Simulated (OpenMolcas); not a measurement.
## TiHCl3O (SMILES Cl[Ti](Cl)(Cl)O): name the method

TiHCl3O has 6 atoms, charge 0, and is taken as a singlet. As SMILES, `Cl[Ti](Cl)(Cl)O`. The coordinates come from a PBE0-D4/def2-TZVP relaxation.

```xyz
6

Cl   -1.6293   -0.8313    1.3608
Ti   -0.0806   -0.3475   -0.0937
Cl    1.7573   -1.3630    0.4881
Cl   -0.6934   -0.9787   -2.0880
O     0.1919    1.3758   -0.0874
H     0.4540    2.1446    0.4202
```

A calculation with OpenMolcas 26.06 gave:

The total energy is -2305.6814 Eh and the dipole moment is 2.79 D. The HOMO energy is -7.85 eV, the LUMO energy is -3.99 eV and the HOMO–LUMO gap is 3.86 eV. The largest force is 0.764 eV/Å.

**Question.** Which of these levels gave the numbers?
A. B3LYP/6-31G* (Cartesian functions)
B. TPSS/def2-SVP
C. PBE/def2-SVP
D. M06-2X/def2-SVP

**Answer.** B. The others give -2306.0945 Eh (B3LYP/6-31G* (Cartesian functions)), -2305.4326 Eh (M06-2X/def2-SVP), -2304.7080 Eh (PBE/def2-SVP).
